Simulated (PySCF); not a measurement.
## How methods differ on the ionisation energy of W²⁹⁺

W²⁹⁺ [Kr] 4d9 [4d3/2^4 4d5/2^5, M_J = 5/2] → W³⁰⁺ [Kr] 4d8 [4d3/2^4 4d5/2^4, M_J = 4], as a difference of total energies. Computed with PySCF 2.14 in an even-tempered Gaussian basis (17 s from 2.6 bohr⁻², ratio 2.8; 14 p from 3.4 bohr⁻², ratio 2.8; 10 d from 3.4 bohr⁻², ratio 2.8; 3 f from 16 bohr⁻², ratio 3), with the two-component X2C-1e Hamiltonian. Correlated levels: [Ar] 3d10 frozen; the 102 highest virtual spinors dropped. "Screened" scales the spin-orbit matrix elements by Boettger's factors to mimic the two-electron term; Breit and QED terms are absent.

| method | ionisation energy (eV) |
| --- | --- |
| GHF (screened spin-orbit) | 1174.4 |
| GMP2 (screened spin-orbit) | 1174.9 |

Breit and QED terms and the two-electron picture change are absent.

The labels give the starting determinants; with spin-orbit coupling the two ends relaxed to ⟨J²⟩ = 8.75, ⟨L²⟩ = 6.08, ⟨S²⟩ = 0.83 and ⟨J²⟩ = 20.00, ⟨L²⟩ = 12.94, ⟨S²⟩ = 1.87.

For comparison: 1180 ± 1.4 eV (semi-empirical (NIST evaluation); NIST Atomic Spectra Database, ionization energies).
